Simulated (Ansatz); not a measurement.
Molecule: C$_{6}$H$_{11}$S, charge 0, multiplicity 2. It need not be the lowest isomer of its formula. 
Structure (B3LYP-D3(BJ)/def2-TZVP (Ansatz, a first-principles code) minimum search):
```xyz
18

C     -0.1235    -1.8157     0.0531
C      0.9509    -1.2678    -0.9249
C      1.7277    -0.1390    -0.3393
C      1.1992     1.2292    -0.2917
S     -0.2750     1.3685     0.8514
C     -1.4671     0.4242    -0.1508
C     -1.4791    -1.0979     0.0271
H      0.2887    -1.7743     1.0628
H     -0.2985    -2.8720    -0.1662
H      0.4728    -0.9680    -1.8639
H      1.6368    -2.0827    -1.1682
H      2.5074    -0.3962     0.3694
H      1.9224     1.9424     0.1004
H      0.8474     1.5845    -1.2630
H     -2.4496     0.8249     0.1015
H     -1.2802     0.6913    -1.1925
H     -2.0836    -1.5019    -0.7926
H     -2.0121    -1.3426     0.9488
```
Charge 0, spin multiplicity 2.

Basis-set convergence of Hartree-Fock and MP2 correlation energies (hartree) with Ansatz. Cores are frozen in the correlated levels unless marked. UHF or UKS for open shells. Spin-orbit coupling is left out. Non-relativistic.

```json
[
 {"basis": "cc-pV(D+d)Z", "functions": "162", "E(HF)": "-631.11692", "E(corr, MP2)": "-0.95672"},
 {"basis": "cc-pV(T+d)Z", "functions": "373", "E(HF)": "___", "E(corr, MP2)": "___"}
]
```

Some entries are withheld; supply them.


- cc-pV(T+d)Z, E(HF): -631.19418
- cc-pV(T+d)Z, E(corr, MP2): -1.17879
